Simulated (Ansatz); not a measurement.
Geometry optimisation, Ansatz 0.2.0, RKS PBE-D4/cc-pVDZ.

input.yaml

```yaml
crystal:
  periodic: [false, false, false]
  atoms:
    - { symbol: F, position_ang: [0.5581, 0.5123, 1.7024] }
    - { symbol: C, position_ang: [0.2414, 1.2258, 0.5103] }
    - { symbol: S, position_ang: [-1.318, 0.5918, -0.2538] }
    - { symbol: Al, position_ang: [-0.377, -1.4603, -0.7377] }
    - { symbol: H, position_ang: [1.1015, 1.1079, -0.2061] }
    - { symbol: H, position_ang: [-2.19285, 1.65633, -0.17752] }
    - { symbol: H, position_ang: [0.2945, -1.7227, -2.1333] }
    - { symbol: H, position_ang: [-0.5196, -2.6345, 0.3292] }
basis:
  gaussian: { orbitals: cc-pVDZ }
hamiltonian:
  xc: pbe
  dispersion: d4
relax:
  f_tol: 0.02
  max_steps: 50
```

Command:

```bash
$ ansatz run input.yaml --threads 2 --pin off --max-ram 3072MiB --backend cpu --events-out ev --progress --plain --runs-dir out
```

Q: Where does it end, and by what steps?

A: The run converged. After 18 steps the energy has fallen by 2.766 eV; H6 moved furthest, 0.99 Å. Joined: C2–Al4.

| step | energy less start (eV) | largest force component (eV/Å) | accepted |
| --- | --- | --- | --- |
| 0 | 0.0000 | 1.462 | yes |
| 1 | -0.2685 | 1.457 | yes |
| 2 | -0.4516 | 1.623 | yes |
| 3 | -0.7501 | 1.976 | yes |
| 4 | -1.3560 | 2.037 | yes |
| 5 | -1.9229 | 1.485 | yes |
| 6 | -2.2442 | 0.981 | yes |
| 7 | -2.5112 | 1.235 | yes |
| 8 | -2.5995 | 1.314 | yes |
| 9 | -2.6676 | 0.789 | yes |
| 10 | -2.7089 | 0.392 | yes |
| 11 | -2.7366 | 0.194 | yes |
| 12 | -2.7507 | 0.423 | yes |
| 13 | -2.7385 | 0.557 | no |
| 14 | -2.7613 | 0.183 | yes |
| 15 | -2.7452 | 0.325 | no |
| 16 | -2.7655 | 0.041 | yes |
| 17 | -2.7657 | 0.023 | yes |
| 18 | -2.7657 | 0.005 | yes |

```xyz
8
Properties=species:S:1:pos:R:3
F 0.618 0.479 1.735
C 0.317 0.454 0.391
S -1.644 0.616 0.224
Al -0.130 -1.256 -0.547
H 0.712 1.375 -0.089
H -1.610 1.357 -0.926
H -0.043 -1.233 -2.147
H -0.432 -2.514 0.392
```

The run took 31 s on 2 threads of Intel(R) Xeon(R) Platinum 8259CL CPU @ 2.50GHz (Skylake/Cascade Lake), on a shared host, peak memory 0.17 GiB.
